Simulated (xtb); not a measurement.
B$_{2}$Cl$_{3}$ (SMILES Cl[B]B(Cl)Cl), doublet, from a rough starting geometry.

Here is a job for xtb.
```
$ xtb mol.xyz --gfn 2 --uhf 1 --opt vtight --json

# file mol.xyz
5

Cl     2.57704802    -0.35665782    -0.03560705
B      0.95274598    -0.28868996    -0.07419876
B     -0.58871166    -0.00634953     0.00496208
Cl    -1.08395717     1.69165961     0.24836784
Cl    -1.92813172    -1.12647159    -0.09515143
```

### Question
Estimate the total energy at the end of the optimisation that GFN2-xTB (xtb) returns for this input.

### Answer
-16.1372 Eh

### Question
What is the computed dipole moment (GFN2-xTB)?

### Answer
3.90 D
